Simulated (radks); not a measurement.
Fractional charge and spin in the 6p shell of bismuth: the spin-up occupation runs from 0 to 1 and the spin-down occupation from 0 to 1; the fullest corner is Bi+, [Hg] 6p(up 1, down 1). All-electron calculation, scalar-relativistic Kohn-Sham, PBE, spin-polarised, spherical densities, finite nucleus; Fermi nuclear charge, rms radius of each element as measured or else 0.836 A^(1/3) + 0.57 fm. Program: a radial shooting solver on a logarithmic mesh with Libxc functionals. Energy (eV) minus the two flat planes that join the four corners (they meet along the diagonal where the two added fractions sum to one electron); zero is where a piecewise linear energy would lie.

down \ up       0    0.25     0.5    0.75       1
0           0.000  -0.755  -1.003  -0.749   0.000
0.25       -0.755  -0.945  -0.638   0.161  -0.688
0.5        -1.003  -0.638   0.214  -0.585  -0.912
0.75       -0.749   0.161  -0.585  -0.863  -0.680
1           0.000  -0.688  -0.912  -0.680   0.000

Corners above the fullest one (they belong to Bi2+ and the next ion): (up 1, down 0) 15.036 eV, (up 0, down 1) 15.036 eV, (up 0, down 0) 38.596 eV. With half an added electron in each spin the energy lies 0.214 eV from the planes, and with half an added electron in spin up alone -1.003 eV. The planes are only a guide here: the flat-plane condition holds for ground states with one frontier orbital, while this shell is degenerate and averaged over m.
